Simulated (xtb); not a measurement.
ZrF3Cl, SMILES [F][Zr]([F])([F])[Cl], multiplicity 1. All values are semi-empirical tight-binding results from xtb (GFN2-xTB unless named), good for trends rather than for accurate numbers. The structure is a stationary point at GFN2-xTB. The spin state was assumed, not searched. The structure was generated by enumeration; whether it is a known compound was not checked.

For metal compounds this method's bond lengths and energies can be far off.

Computed properties:
```yaml
point_group_as_xtb_finds_it: C3v
orbital_gap: 4.10 eV
zero_point_energy: 3.9 kcal/mol
G − E(el) at 298.15 K (modified RRHO): -16.1 kcal/mol
```
